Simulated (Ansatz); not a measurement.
Relaxation of H6InN (8 atoms, charge 0, multiplicity 1), to a largest force component of 0.015 eV/Å in at most 40 steps.

The calculation used RKS r2SCAN/def2-mTZVP in Ansatz 0.2.0.

```xyz
8
Properties=species:S:1:pos:R:3
N -0.506 0.111 -0.980
In 0.449 -0.145 0.826
H 0.041 -0.079 -1.805
H -1.327 -0.444 -1.039
H -0.849 1.146 -1.095
H -0.647 0.297 2.197
H 0.975 -1.873 0.966
H 1.958 0.930 0.873
```

**Question.** Where does it end, and by what steps?

**Answer.** The forces met the threshold. After 4 steps the energy has fallen by 0.859 eV; In2 moved furthest, 0.31 Å.

| step | energy less start (eV) | largest force component (eV/Å) | accepted |
| --- | --- | --- | --- |
| 0 | 0.0000 | 3.983 | yes |
| 1 | -0.7462 | 1.334 | yes |
| 2 | -0.8426 | 0.395 | yes |
| 3 | -0.8572 | 0.212 | yes |
| 4 | -0.8588 | 0.005 | yes |

```xyz
8
Properties=species:S:1:pos:R:3
N -0.528 0.145 -0.984
In 0.617 -0.179 1.088
H 0.063 -0.080 -1.780
H -1.357 -0.441 -1.048
H -0.831 1.110 -1.096
H -0.703 0.312 2.113
H 0.928 -1.879 0.875
H 1.903 0.954 0.777
```

Whether the end is a true minimum wasn't checked by a vibrational analysis.

Run time: 23 s on 1 thread of Arm Neoverse V1 (shared host), peak memory 0.13 GiB.
